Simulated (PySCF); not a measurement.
UHF on Tc (technetium, neutral)

Configuration: [Kr] 4d5 5s1 5p1, high-spin 8P determinant (an excited configuration). All numbers are calculated (PySCF 2.14, a scalar-relativistic core potential, in aug-cc-pVTZ-PP with ECP28MDF (6s6p5d3f2g, 88 functions)).

```json
{"Total energy": "-79.820968 hartree", "One-electron energy": "-137.0514 hartree", "Hartree (Coulomb) energy": "65.5832 hartree", "Exchange energy": "-8.3528 hartree", "⟨S²⟩": "15.7512", "⟨L²⟩": "2.030", "Sum of ⟨r⟩": "25.27 bohr", "Sum of ⟨r²⟩": "62.33 bohr²", "Traceless quadrupole moment −½Σ⟨3z² − r²⟩ along its main axis": "-9.37 e·bohr²"}
```

```
shell  electrons  mean orbital energy (eV)  spread (eV)  rms radius, mean of both spins (bohr)
 4s α          1                   -94.761            0                                   1.14
 4s β          1                   -86.660            0                                   1.14
 4p α          3                   -62.332        0.021                                   1.27
 4p β          3                   -52.086        0.304                                   1.27
 4d α          5                   -15.115        0.232                                   1.82
 5s α          1                    -9.497            0                                   3.53
 5p α          1                    -4.976            0                                   4.59
```

Energies and moments cover only the electrons outside the core potential.
